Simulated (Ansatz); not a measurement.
Species: C2H2O, SMILES `C#CO` (charge 0, multiplicity 1).

### Question
Give a relaxed geometry from Ansatz (an electronic-structure program) with B3LYP-D3(BJ)/def2-TZVP.

### Answer
the end point of this relaxation (outside a Z-matrix the atoms follow the SMILES, hydrogens last).
Bonded distances (Å): C1–C2 1.198, C1–H4 1.061, C2–O3 1.307, O3–H5 0.967. Angles (°): C2–C1–H4 179.6, C1–C2–O3 176.3, C2–O3–H5 110.6.
